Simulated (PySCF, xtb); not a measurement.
I₃, SMILES I[I-]I, charge -1.

GFN2-xTB run with xtb at its own geometry gives an orbital gap of 2.93 eV.

Geometry optimised at PBE0-D3(BJ)/def2-SVPD. The def2 effective core potentials stand for the cores of I; spin–orbit coupling is left out.

Question: What does M06-2X/def2-TZVPD run with PySCF give? (Estimate from the structure and the level; the computed values follow.)

Answer: gap 5.40 eV (levels -3.93 and 1.47 eV).
